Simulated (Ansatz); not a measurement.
ketene (C$_{2}$H$_{2}$O), singlet, at a GFN2-xTB geometry; PBE0/6-31G* (Ansatz, a quantum-chemistry and plane-wave program).

Input for Ansatz:
Ansatz 0.2 input:
```yaml
crystal:
  periodic: [false, false, false]
  atoms:
    - {symbol: C, position_ang: [-0.01148162, 0.02136311, -1.19190098]}
    - {symbol: C, position_ang: [0.00092956, -0.00172957, 0.09649676]}
    - {symbol: H, position_ang: [0.00249612, 0.94826436, -1.73006124]}
    - {symbol: H, position_ang: [-0.03614064, -0.88566416, -1.76255958]}
    - {symbol: O, position_ang: [0.01211961, -0.02255018, 1.25813077]}
basis:
  gaussian:
    orbitals: 6-31G*
hamiltonian:
  xc: pbe0
```

Output, abridged:

```
Functional definition: PBE0
571 factors; their error is unknown
mean field evaluation 1: about -4144.4123 eV, gradient 4.0e1 eV
mean field evaluation 2: about -4143.3319 eV, gradient 4.8e1 eV
mean field evaluation 4: about -4147.5857 eV, gradient 2.7e0 eV
mean field evaluation 8: about -4147.5930 eV, gradient 3.1e-2 eV
mean field -4147.59304532 eV, -152.4212330761 hartree, gradient 5.2e-5 eV, S^2 0.000000; 0 other end points of the search recorded, 0 dependent functions left out
reference -4147.59305619 eV, -152.4212334756 hartree; 11, 11 occupied and 38, 38 virtual orbitals, 571 factors
Total energy: -4147.59305619 eV, -152.4212334756 hartree
```
